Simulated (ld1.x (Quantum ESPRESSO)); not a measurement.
Building the TM potential for carbon (C) (Wu–Cohen, non-relativistic).

ld1.x (Quantum ESPRESSO) 7.5 input, shortened:

```
&input
   title='C', zed=6., rel=0, dft='WC', iswitch=3,
   config='[He] 2s2 2p1 3d-2'
 /
 &inputp
   pseudotype=2, tm=.true., lloc=0,
   nlcc=.false.
 /
3
2P  2  1   1.00   0.00  1.95  1.95  0.0
3D  3  2  -2.00  -0.05  1.45  1.45  0.0
2S  1  0   2.00   0.00  1.05  1.05  0.0
 &test
   configts(1)='2s2 2p1'
 /
```

All-electron outer shells of the reference configuration (Wu–Cohen, non-relativistic, ld1.x):

```
shell  level (eV)  outermost node (bohr)  outermost maximum (bohr)
   2s      -25.66                   0.38                      1.17
   2p      -16.95                      –                      1.11
```

(1) Estimate the cutoffs (Ry, on a coarse ladder) from which the occupation-weighted sum of valence levels, in a spherical-Bessel basis at the reference potential, stays within 10 and 1 mRy of its value at 400 Ry.

(2) What does a ghost test show?

(3) Which valence shell sets the plane-wave cutoff?

(4) Tests: 2s2 2p2; 2s2 2p0; 2s1 2p0; 2s2 2p1.5; 2s0 2p4; 2s1 2p2; 2s1 2p3. Which has the largest error in its energy relative to the reference configuration, and how large is it?

Results:

(1) 40 Ry and 100 Ry.

(2) No extra level below or beside the all-electron valence levels (p, d, s, f tested).

(3) 2s: its level needs 90 Ry to come within 1 mRy, against 35 Ry for 2p.

(4) 2s1 2p0, with +322 meV (all-electron minus pseudo) on +72.10 eV.
